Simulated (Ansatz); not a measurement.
Reaction (cleavage of the Si–Si bond): `C[SiH2][SiH2]Br` + `OCF` → `FCO[SiH2]Br` + `C[SiH3]`

Isolated molecules relaxed with PBE0-D4/def2-TZVP in Ansatz; ΔE leaves out vibrations. CCSD(T)/CBS adds triple-zeta CCSD(T) − MP2 to the extrapolated MP2 energy (def2 sets, frozen cores). This one scheme is used for every species. DFT in def2-TZVPP. B3LYP here is the variant with VWN-RPA as its local correlation; programs differ in this. For Br outer-core shells are correlated without core-valence functions, which leaves a few kJ/mol of doubt a bond. Scalar relativity is left out up to krypton. One conformer a species, not always the lowest.

```csv
level,ΔE (kJ/mol),difference from CCSD(T)/CBS
PBE0-D4,-74.6,17.6
B3LYP-D4,-92.0,0.2
ωB97X-V,-91.2,1.0
B2PLYP,-97.7,-5.5
r2SCAN,-88.6,3.6
SCS-MP2/def2-TZVPP,-103.2,-11.0
CCSD(T)/def2-TZVPP,-93.3,-1.1
HF/def2-QZVPP,-115.4,-23.2
MP2/def2-QZVPP,-99.7,-7.5
SCS-MP2/def2-QZVPP,-103.0,-10.8
CCSD(T)/CBS,-92.2,0
```

Largest T1 diagnostic among the species: 0.011.

From PBE to PBE0 (25 % exact exchange), in def2-TZVPP and without D4, ΔE moves by −5.9 kJ/mol. In def2-TZVPP, CCSD(T) changes the Hartree–Fock value by +20.2 kJ/mol (the triples alone add +2.5 kJ/mol) and MP2 by +13.9 kJ/mol.
